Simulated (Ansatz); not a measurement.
Basis-set extrapolation for C2H7BFN (`BNC(C)F`) (PBE0-D4/def2-TZVP geometry, frozen core, the Gaussian-basis code of Ansatz). Multiplicity 1, RHF reference.

|  | def2-TZVPP | def2-QZVPP |
| --- | --- | --- |
| HF | -258.527743 | -258.539749 |
| MP2 correlation | -0.908275 | -0.975958 |
| CCSD(T) correlation | -0.982535 | not run |

Energies in hartree. Use E(X) = E(∞) + A·exp(−7.88·√X) for Hartree–Fock and E(X) = E(∞) + B·X^(−2.97) for correlation, with X = 3 and 4, and add CCSD(T) minus MP2 of the smaller set to the MP2 limit.

What is the CCSD(T) energy at the basis-set limit?

HF limit: -258.539749 + (-0.012006) × 0.13774 = -258.54140. MP2 limit: -0.975958 + (-0.067683) × 0.74074 = -1.02609. Higher-order term: -0.982535 − (-0.908275) = -0.07426. Total: -259.64175 hartree, 345.2 kJ/mol below CCSD(T)/def2-TZVPP.
